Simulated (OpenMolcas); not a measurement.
## Ta3+ in CaF2

Ta3+ with its 8 nearest fluoride ions at 2.232 Å, on the Ca site of CaF2 (a = 5.46294 Å, distance in the model lattice 2.366 Å). The rest of the host is ab initio model potentials to 7.6 Å and point charges beyond; the distance is set by hand and nothing relaxes, and no local charge compensation is placed. Ligand basis ANO-RCC-VDZP.
```
Ta    0.0000    0.0000    0.0000
F     1.2886    1.2886    1.2886
F     1.2886    1.2886   -1.2886
F     1.2886   -1.2886    1.2886
F     1.2886   -1.2886   -1.2886
F    -1.2886    1.2886    1.2886
F    -1.2886    1.2886   -1.2886
F    -1.2886   -1.2886    1.2886
F    -1.2886   -1.2886   -1.2886
```

```
Program             : OpenMolcas 26.06
Method              : SS-CASPT2, IPEA 0.25 Eh, imaginary shift 0.1 Eh (the lowest 18 gerade and 16 ungerade orbitals frozen, chosen by energy and not by shell, so the metal 5p can be frozen and 4f correlated)
Basis               : ANO-RCC-VTZP [8s7p5d3f2g1h]
Scalar Hamiltonian  : DKH2, point nucleus
Active space        : 2 electrons in 5 orbitals (5d)
State averaging     : 2S+1 = 3 even, 10 roots; 2S+1 = 1 even, 15 roots
Spin-orbit coupling : RASSI with atomic mean-field integrals over the reference wave functions
```

The lowest spin-free states (labels of O, the rotations of Oh), above the lowest:

| State | Degeneracy | E (cm-1) |
| --- | --- | --- |
| 3A2 | 1 | 0 |
| 1E | 2 | 7860 |
| 1A1 | 1 | 15770 |
| 3T2 | 3 | 18710 |
| 3T1 | 3 | 24440 |
| 1T2 | 3 | 26380 |
| 1T1 | 3 | 29980 |
| 3T1 | 3 | 40200 |
| 1T2 | 3 | 47340 |
| 1E | 2 | 47880 |
| 1A1 | 1 | 59220 |

The lowest levels with spin-orbit coupling:

```csv
E (cm-1),Degeneracy,Label,2S+1
0,3,T2,3
7340,2,E,1 (90 %)
15420,1,A1,1 (89 %)
18270,1,A2,3
18590,3,T2,3
19520,3,T1,3
19550,2,E,3
25000,3,T2,3 (84 %)
25210,3,T1,3
25730,1,A1,3 (88 %)
25980,2,E,3
27060,3,T2,1 (78 %)
31040,3,T1,1
40960,2,E,3
41140,3,T2,3
41750,1,A1,3
41980,3,T1,3
48820,3,T2,1
49230,2,E,1
61140,1,A1,1
```

Powder χT (cm3 K/mol): 0.594 at 2 K, 0.594 at 10 K, 0.597 at 50 K, 0.601 at 100 K, 0.609 at 200 K, 0.617 at 300 K. The effective moment at 300 K is 2.828 √(χT) = 2.22 μB.

The lowest level has 2S+1 = 3, for which the spin-only value is χT = S(S+1) / 2 = 1.000 cm3 K/mol (g = 2). The computed 0.617 at 300 K differs by -0.383, through orbital momentum, spin-orbit coupling and any other state in reach.

A least-squares ligand-field fit to the states below 45000 cm-1, each weighted by its degeneracy and with a free common offset, gives 10Dq = -18887 cm-1 (negative for this site), B = 600 cm-1 and C = 1895 cm-1 (C/B = 3.16), with an rms deviation of 354 cm-1.

Roots that are degenerate in the reference are averaged as groups; the widest CASPT2 spread within a group is 320 cm-1 (the 3-fold group of multiplicity 1 near 30000 cm-1 above the lowest state of its run). Shifts and gaps below about the spread of the groups concerned are not significant. Over all roots computed the reference weight is 0.69; a low but even weight reflects the number of correlated electrons. Ligand-to-metal charge-transfer states are missing. With no ligand orbital active B as a rule stays too high, so bands that hang on it stand too high and its fall with covalency is understated. With one d shell and no ligand orbital active, 10Dq can be off by a tenth or more. No measured value stands beside these numbers; the geometry was set by hand and not optimised.
